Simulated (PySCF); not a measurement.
C2H7NOSi2, SMILES N[Si@]1(O)C=C[SiH2]1. Atoms are numbered in the order given.

```xyz
13

N      1.5094     1.5243    -0.4970
Si     0.6740     0.1253     0.0330
O      1.8205    -0.6753     0.9532
C     -0.2302    -1.0263    -1.1751
C     -1.5382    -0.9250    -0.8182
Si    -1.6001     0.3047     0.6309
H      1.0408     2.3502    -0.8480
H      2.5076     1.5202    -0.6775
H      1.6378    -1.6083     1.1145
H      0.1112    -1.6645    -2.0031
H     -2.3419    -1.4735    -1.3283
H     -2.3787     1.5529     0.3482
H     -2.1311    -0.2576     1.9126
```
Charge 0, spin multiplicity 1.

Geometry: B3LYP-D3(BJ)/def2-SVP. The structure was generated by enumeration; whether it is a known compound was not checked. Other conformers were not sampled.

These are PySCF with PBE/pcSseg-1 values and carry that method's errors.

GIAO shieldings, no solvent; atoms listed in one row are averaged. δ = σ(ref) − σ: ¹⁵N against NH3 (σ = 267.0 ppm); ²⁹Si against TMS (σ = 335.4 ppm); ¹⁷O against H2O (σ = 334.3 ppm); ¹³C against TMS (σ = 182.0 ppm); ¹H against TMS (σ = 31.49 ppm), references at their B3LYP-D3(BJ)/def2-TZVP geometries, non-relativistic.

| nucleus | atoms | count | δ (ppm) |
|---|---|---|---|
| ¹⁵N | N1 | 1 | 36.0 |
| ²⁹Si | Si2 | 1 | -1.0 |
| ²⁹Si | Si6 | 1 | -32.1 |
| ¹⁷O | O3 | 1 | 61.9 |
| ¹³C | C4 | 1 | 185.4 |
| ¹³C | C5 | 1 | 170.2 |
| ¹H | H11 | 1 | 8.17 |
| ¹H | H10 | 1 | 7.88 |
| ¹H | H12, H13 | 2 | 5.18 |
| ¹H | H8 | 1 | 1.46 |
| ¹H | H9 | 1 | 1.29 |
| ¹H | H7 | 1 | 0.98 |
